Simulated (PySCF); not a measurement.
Rh: electron affinity

Rh⁻ [Kr] 4d8 5s2 (3F) → Rh [Kr] 4d8 5s1 (4F), as a difference of total energies. Calculation: PySCF 2.14, in aug-cc-pV5Z-PP with ECP28MDF (8s8p7d5f4g3h2i, 197 functions); scalar relativity through the core potential. Correlated levels: valence: 4s2 4p6 frozen. The calculations carry no spin-orbit coupling.

```json
{"method": "UHF", "electron affinity (eV)": "-0.056"}
{"method": "LDA", "electron affinity (eV)": "1.420"}
{"method": "PBE", "electron affinity (eV)": "1.155"}
{"method": "PBE0", "electron affinity (eV)": "0.923"}
{"method": "r2SCAN", "electron affinity (eV)": "1.040"}
{"method": "MP2 (valence)", "electron affinity (eV)": "0.739"}
{"method": "SCS-MP2 (valence)", "electron affinity (eV)": "0.812"}
```

The reference lies between the lowest fine-structure levels, while these numbers refer to the centres of the terms.

A negative affinity means that the anion lies above the atom at that level of theory.

In the anion the highest occupied orbital energy is positive at LDA, PBE, PBE0, r2SCAN, a self-interaction effect; the basis confines that electron, and the energy difference can still be sensible.

For comparison: 1.143 eV (measured; photodetachment measurements, as compiled on the Wikipedia data page of electron affinities).
